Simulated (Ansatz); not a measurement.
Basis-set extrapolation for C₇H₁₆O, SMILES `CCCCCCCO` (PBE0-D4/def2-TZVP geometry, frozen core, Ansatz 0.2.0). Multiplicity 1, RHF reference.

|  | def2-TZVPP | def2-QZVPP |
| --- | --- | --- |
| HF | -349.388085 | -349.404710 |
| MP2 correlation | -1.472018 | -1.567970 |
| CCSD(T) correlation | -1.611881 | not run |

Energies in hartree. Use E(X) = E(∞) + A·exp(−7.88·√X) for Hartree–Fock and E(X) = E(∞) + B·X^(−2.97) for correlation, with X = 3 and 4, and add CCSD(T) minus MP2 of the smaller set to the MP2 limit.

Problem. What is the CCSD(T) energy at the basis-set limit?

Solution. HF limit: -349.404710 + (-0.016625) × 0.13774 = -349.40700. MP2 limit: -1.567970 + (-0.095952) × 0.74074 = -1.63905. Higher-order term: -1.611881 − (-1.472018) = -0.13986. Total: -351.18591 hartree, 116.7 kcal/mol below CCSD(T)/def2-TZVPP.
